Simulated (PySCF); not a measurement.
**Static response to an electric field**

C5H11PS.
Geometry (GFN2-xTB, Å), atoms numbered from 1 in this order:
```
atom  x, y, z in Å
C1    -0.9646   -1.0157    1.2013
P2    -0.8239   -0.3999   -0.5244
C3    -1.8272    1.1408   -0.5060
S4    -1.3638   -1.6899   -1.8669
C5     0.8820    0.2170   -0.7449
C6     2.0451   -0.5951   -0.2546
C7     1.7340    0.7180    0.3829
H8    -0.7392   -0.2476    1.9370
H9    -1.9935   -1.3534    1.3264
H10   -0.3070   -1.8734    1.3329
H11   -2.8682    0.8662   -0.3376
H12   -1.4894    1.8275    0.2671
H13   -1.7473    1.6140   -1.4840
H14    0.9879    0.6937   -1.7157
H15    1.8404   -1.4983    0.3016
H16    2.9136   -0.6736   -0.8906
H17    1.3285    0.7194    1.3829
H18    2.3837    1.5567    0.1809
```

Level: PBE0/def2-SVPD (PySCF), static field, nuclei fixed, core orbitals frozen in the response. The polarisability tensor in these axes (au):

```
x   108.73   4.04   7.30
y     4.04 103.00   8.96
z     7.30   8.96 102.93
```

**Question.** What are the eigenvalues, a third of the trace, and Δα (Δα² = ½Σ(αi − αj)² over the three pairs)?

**Answer.** Principal values 93.55, 102.52 and 118.58 au; mean 104.89 au = 15.54 Å³ = 17.29 × 10⁻⁴⁰ C²·m²/J; Δα = 21.97 au (21 % of the mean).

**Question.** What is the dipole moment, and where does it point?

**Answer.** (1.77, 3.28, 3.51) D, 5.12 D in size, pointing from the negative to the positive side. Measured along this direction, the outermost atoms are S4 at the negative end and H18 and H17 at the positive end.

**Question.** In a dilute gas of rigid molecules at 273 K, how does the orientational term μ²/3kT compare with the electronic polarisability?

**Answer.** In Gaussian units μ²/3kT = 231.71 Å³ against 15.54 Å³, a ratio of 14.91; the Debye molar polarisation (4π/3)N_A(α + μ²/3kT) is 623.7 cm³/mol, leaving out the vibrational part.

**Question.** Give the eigenvalues of the traceless quadrupole moment Θ = ½Σq(3rr − r²1), origin at the centre of nuclear charge.

**Answer.** -11.68, 4.16, 7.52 D·Å. The values depend on the origin, since the dipole doesn't vanish. The electronic extent ⟨r²⟩ about the same centre is 1178 bohr², a root-mean-square distance of 2.14 Å for the 72 electrons.

**Question.** Refractivity n − 1 of an ideal gas of it at 500 K and 1 atm, from the electronic α?

**Answer.** N = p/kT = 1.4678 × 10¹⁹ cm⁻³, so n − 1 = 2π × N × 15.54 × 10⁻²⁴ cm³ = 1433 × 10⁻⁶ at long wavelengths.

Geometry: GFN2-xTB, one conformer, isolated molecule. GFN2-xTB frequencies show an imaginary mode (30i cm⁻¹), so this geometry is no minimum at that level.

The run behind these numbers computed excited states as well. Hardware: Arm Neoverse V1, one thread, on a shared host. Cost: 44 s wall, 1.0 GiB resident at most.
